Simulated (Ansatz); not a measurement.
Mulliken charges of CdH₂S₂, SMILES `[SH][Cd][SH]` from r2SCAN/def2-TZVPP in Ansatz (PBE0-D4/def2-TZVP geometry).

```csv
atom,x (Å),y (Å),z (Å),charge (e)
S1,-0.894,-1.792,-1.282,-0.403
Cd2,-0.140,-0.208,0.259,0.601
S3,0.597,1.354,1.831,-0.403
H4,-1.340,-0.860,-2.142,0.103
H5,1.826,1.432,1.293,0.103
```

Task: By hand: the dipole of these point charges (1 e Å = 4.8032 D).

Result: Σ q r = (0.086, 0.110, -0.153) e Å, of length 0.207 e Å = 0.99 D.

Task: How does the dipole of the full density compare? (Best estimate.)

Result: The calculation gave: (0.087, 0.112, -0.155) e Å, 1.01 D; the point charges give 0.98 times that, at 0° from its direction.

Point charges leave out the atoms' own dipoles, such as those of lone pairs, and Mulliken's split depends on the basis, so the close match here is no proof of good charges.
